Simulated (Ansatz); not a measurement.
`OB(F)[SiH2]S` + `C[O][SnH]([F])[Cl]` → `CO[SiH2]B(O)F` + `[F][SnH]([SH])[Cl]`  (redistribution)

Gas-phase electronic energies from Ansatz, PBE0-D4/def2-TZVP geometries. CBS: MP2 limit from def2 TZ/QZ plus the TZ coupled-cluster correction, frozen cores. DFT in def2-TZVPP. B3LYP here is the variant with VWN-RPA as its local correlation; programs differ in this. Elements past krypton have def2 core potentials. For Sn outer-core shells are correlated without core-valence functions, which leaves a few kJ/mol of doubt a bond. One conformer a species, not always the lowest.

Is it downhill or uphill in electronic energy at CCSD(T)/CBS, and by how much? (Estimate.)

Computed: Downhill: ΔE = -16.5 kcal/mol.

What do these levels give: r2SCAN-D4, r2SCAN, B3LYP, MP2/def2-TZVPP, CCSD/def2-TZVPP, MP2/def2-QZVPP? (Estimate.)

Ansatz gave: r2SCAN-D4 -17.0, r2SCAN -17.1, B3LYP -18.2, MP2/def2-TZVPP -17.2, CCSD/def2-TZVPP -17.4, MP2/def2-QZVPP -17.0 kcal/mol.

Largest T1 diagnostic among the species: 0.014.

In def2-TZVPP, CCSD(T) changes the Hartree–Fock value by +2.8 kcal/mol (the triples alone add +0.5 kcal/mol) and MP2 by +2.5 kcal/mol. From PBE to PBE0 (25 % exact exchange), in def2-TZVPP and without D4, ΔE moves by −1.2 kcal/mol.
